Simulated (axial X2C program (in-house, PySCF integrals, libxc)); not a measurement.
**Sn₂: from the spin-free to the two-component result**

Calculated with an in-house relativistic program for diatomic molecules. Spin-free means the one-electron spin-free X2C Hamiltonian; two-component (2c) means X2C with spin–orbit coupling and atomic mean-field two-electron Coulomb and Gaunt terms, so the difference of the two also holds small scalar two-electron terms. Basis: Sn dyall-cv3z [11s12p9d4f1g] (cores contracted in-house); Gaussian nuclei, density fitting, unrestricted open shells. Masses: Sn 119.902 u.

Spin-free state: M_S = 1, Λ = 0 (beyond evenly filled blocks: π+α, π-α); fragments Sn + Sn.

```
level  Re (Å)  ωe (cm⁻¹)  De (eV)
 PW91   2.794      181.2    2.666
```

Two-component determinant lowest at the distance of the search:

Ω = 1 (⟨Sz⟩ = 1.02, ⟨Lz⟩ = -0.02 at PW91); fragments Sn + Sn.

```tsv
level	Re (Å)	ωe (cm⁻¹)
PW91	2.799	178.7
```

(1) From the two tables, how do the constants change at the PW91 level (2c against spin-free)?

Occupations by symmetry block were frozen at the best pattern of an incomplete PBE0 search. De is counted from the lowest determinant-based energies of the atoms at the same level, without counterpoise correction. De is not given where an atomic determinant may have missed its ground term or J level, or where the truncated virtual space spoils (T). Density functionals use the spin component along the axis (collinear). PBE0 can misorder states that lie within some tenths of an eV, so this need not be the ground state of the molecule. The nearest other spin-free determinant of the search, M_S = 1, Λ = 1, lies 0.40 eV up at the distance of the search. Without a current term, density functionals place determinants with orbital angular momentum somewhat too high. With several unpaired electrons one determinant need not be a pure state. Open-shell Ω = 0 determinants with evenly filled partner blocks cannot be reached by this program, so the Ω shown need not be the lowest component. At some level and bond length an empty orbital lies below a filled one. This is the Ω = 1 component of a π² triplet; the 0⁺ component is not one determinant and can lie lowest.

Results:

(1) At the PW91 level Re goes up by 0.005 Å and ωe goes down by 2.5 cm⁻¹.
